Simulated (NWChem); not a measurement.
System: CClF$_{2}$, doublet; SMILES F[C](F)Cl

In the optimisation the excess spin sits in a' (Cs, its own frame).

Q: Give the equilibrium geometry at B3LYP/6-31G* (spherical d), spin-unrestricted (NWChem) as a Z-matrix, with the point group.

A: point group Cs; any orientation.
```
C
F 1 1.3249
F 1 1.3249 2 110.78
Cl 1 1.7575 2 113.37 3 128.77
```
